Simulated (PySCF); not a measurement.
Diatomics of S with group 14

CCSD(T) with triple-zeta basis sets in PySCF, for the lowest determinant that a PBE0 search found; no spin–orbit coupling. De refers to high-spin ground-configuration atoms.

```tsv
M	basis	reference, frozen orbitals	state (unpaired electrons)	Re (Å)	ωe (cm⁻¹)	De (eV)
C	x2c-TZVPPall	RHF, 6	singlet (closed shell)	1.543	1278	7.12
Si	x2c-TZVPPall	RHF, 10	singlet (closed shell)	1.944	743	6.02
Ge	def2-TZVPP	RHF, 14	singlet (closed shell)	2.029	575	5.53
Sn	x2c-TZVPPall	RHF, 23	singlet (closed shell)	2.221	487	4.83
Pb	def2-TZVPP	RHF, 9	singlet (closed shell)	2.307	435	4.48
```

Q: By what factor does the bond length vary along the series?

A: At CCSD(T) it runs from 1.543 Å (CS) to 2.307 Å (PbS), a factor of 1.50.

The rows differ in basis set, which adds steps of its own.

Down a group the atoms grow and get heavier, so bonds lengthen and wavenumbers fall; this series shows no clear exception.

Correlated steps freeze the inner cores (6 to 23 orbitals); shallow outer-core shells are correlated. These are scalar-relativistic numbers at best; spin–orbit coupling would shift them, the dissociation energy most. Where the molecule has an RHF reference, its open-shell atoms are computed with UHF. The CCSD T1 diagnostic is raised in CS, PbS, SiS, SnS, a sign that a single reference may not be enough there.
